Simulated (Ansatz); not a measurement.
HBF (SMILES [BH]F), doublet, at a GFN2-xTB geometry.

Ansatz (a quantum-chemistry and plane-wave program) was given this input:
Ansatz 0.2 input:
```yaml
crystal:
  periodic: [false, false, false]
  atoms:
    - {symbol: B, position_ang: [-0.62114934, 0.42261065, 0.01060937]}
    - {symbol: F, position_ang: [0.52302898, -0.21010080, -0.00107771]}
    - {symbol: H, position_ang: [-1.60151411, -0.22214599, -0.04334740]}
basis:
  gaussian:
    orbitals: 6-31+G_.json
hamiltonian:
  xc: r2scan
magnetization: {spin_polarized: true, initial_magnetization: 1}
```
The basis file holds 6-31+G* in the JSON format of the Basis Set Exchange.

Q: What does this run give for the <S^2>, total energy, number of basis functions?

A: 
The <S^2> comes out as 0.752 and the total energy is -125.1942 Eh. The number of basis functions is 40.
